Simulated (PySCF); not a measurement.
Assignment exercise: C₇H₄ClP

Atoms are numbered as in `[CH:1]#[C:2][c:3]1[cH:4][cH:5][p:6][c:7]([Cl:8])[cH:9]1` (H(Xn): hydrogen on atom n).

One conformer, gas phase, non-relativistic Hamiltonian. σ from GIAO-PBE0/pcSseg-1; GFN2-xTB geometry; PySCF 2.14.

δ = σ(ref) − σ, references computed at the same level: TMS for 13C (186.93 ppm), 1H (31.72 ppm).

Question: Assign these signals to the numbered atoms. 13C{1H} NMR (computed): δ 183.1 (C), 166.4 (CH), 144.7 (CH), 141.0 (CH), 129.4 (C), 92.8 (CH), 89.5 (C).

Answer: 
183.1 → C7, aromatic carbon bearing chlorine
166.4 → C5, aromatic CH
144.7 → C9, aromatic CH
141.0 → C4, aromatic CH
129.4 → C3, substituted aromatic carbon
92.8 → C1, terminal alkyne carbon: sp carbons lie upfield of alkene carbons because the cylindrical π system leaves one tensor component strongly shielded
89.5 → C2, alkyne carbon: sp carbons lie upfield of alkene carbons because the cylindrical π system leaves one tensor component strongly shielded

Question: Assign these signals to the numbered atoms. 1H NMR (300 MHz, computed): δ 9.03 (m, 1H), 8.30 (m, 1H), 8.11 (m, 1H), 3.16 (s, 1H).

Answer: 
| δ (ppm) | atoms | environment | reason |
| --- | --- | --- | --- |
| 9.03 | H(C5) | hydrogen on an aromatic CH | the ring current deshields protons in the ring plane |
| 8.30 | H(C9) | hydrogen on an aromatic CH | – |
| 8.11 | H(C4) | hydrogen on an aromatic CH | – |
| 3.16 | H(C1) | hydrogen on a terminal alkyne carbon | it lies on the axis of the triple bond, in its shielding cone |

Carbons that carry Cl, above all several Cl atoms, come out too deshielded, partly because spin–orbit coupling is missing. Splittings by 31P in the carbon and heteronuclear signals aren't shown, as no couplings were computed. Shifts are as computed. Against solution values, carbons near 30 ppm lie about +3 ppm off and those near 130 ppm about +5 ppm; carbons on Cl a further +6 ppm. Of 1211 compounds with measured shifts, 218 miss one by over three times the rms of a fit or turn the order of signals round; such compounds aren't used in these exercises. No couplings were computed; multiplicities are counted from neighbouring protons, with m where these are inequivalent, close in shift, in a saturated or five-membered ring or joined by F or P, and br s for small geminal =CH2 splittings.
